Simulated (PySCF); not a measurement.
Species: H₇N₃Si₂ (charge +1 and doublet state).
Z-matrix (Å and degrees, GFN2-xTB geometry), rows numbered from 1:
```
N 
Si  1  1.7056
N   2  1.7689  1  112.81
Si  3  1.7595  2   98.93  1  -111.91
N   4  1.7597  3   81.34  2     0.63
H   1  1.0071  2  123.67  3  -136.38
H   1  1.0092  2  123.95  3    43.83
H   2  1.4412  1  115.58  3   135.28
H   3  1.0057  2  130.09  1    65.68
H   4  1.4538  3  113.36  2  -111.31
H   4  1.4583  3  111.69  2   110.47
H   5  1.0057  2  130.15  1   -65.83
```

The hyperfine couplings belong to this conformer and change with its torsions.

Identity: `N1[SiH2]N[SiH]1[NH2+]` [radical] (charge +1).

Computed with UKS B3LYP, pcH-1 on H N Si, non-relativistic, mean-field spin-orbit, GIAO (PySCF 2.14.0). Geometry: GFN2-xTB, one conformer, isolated ion. A GFN2-xTB geometry isn't a minimum of the functional, and hyperfine couplings can be far from their values at a DFT geometry, by a factor of two or more for some ions and for spin on atoms past the first row. No stability test was run, so a lower SCF solution isn't excluded.

Task: Predict the first-order ENDOR lines of N3/N5, H9/H12, H6, H10, H7, H11 and H8 under fast tumbling at B = 349.1 mT (X band).

Result: For S = 1/2 in fast tumbling each set of equivalent nuclei gives two lines, ν± = |νn ± a/2| to first order, with νn = g_N μN B/h and μN/h = 7.62259 MHz/T.

```
nuclei  isotope     g_N  νn (MHz)  a_iso (MHz)  lower line (MHz)  upper line (MHz)
 N3/N5      14N  0.4038      1.07        17.93              7.89             10.04
H9/H12       1H  5.5857     14.86       -33.42              1.85             31.57
    H6       1H  5.5857     14.86       -14.70              7.51             22.21
   H10       1H  5.5857     14.86       -12.45              8.64             21.09
    H7       1H  5.5857     14.86       -11.05              9.34             20.39
   H11       1H  5.5857     14.86        -9.97              9.88             19.85
    H8       1H  5.5857     14.86        -8.40             10.66             19.07
```

Task: Which pairs are centred on the nuclear Larmor frequency, and which on half the coupling?

Result: Centred on νn, since |a| < 2νn: H6, H10, H7, H11 and H8. Centred on |a|/2 and split by 2νn: N3/N5 and H9/H12.

Task: At what field would the lower line of H7 fall to zero frequency?

Result: Where νn = |a|/2, that is B = 5.52 MHz/(5.5857 × 7.62259 MHz/T) = 130 mT, as far as first order holds there.

Couplings of abundant isotopes left out: N1 (2.1 MHz).

Class means assume fast exchange of nuclei equivalent by connectivity; if that motion is slow, each nucleus keeps its own coupling. H6 and H7 aren't averaged: N1 is flat or nearly so (angle sum 360°), and its turn about the short N1–Si2 bond (1.71 Å) is taken as slow.

The run took 25 s wall (grids of density and orbitals included) on an AMD EPYC 9R45 with one thread, shared host with 96 logical CPUs at a one-minute load of 73, and the process peaked at 0.75 GiB of memory.

The SMILES draws the unpaired electron on N1; the largest computed Mulliken spin population is on N5 (0.50 against 0.17).
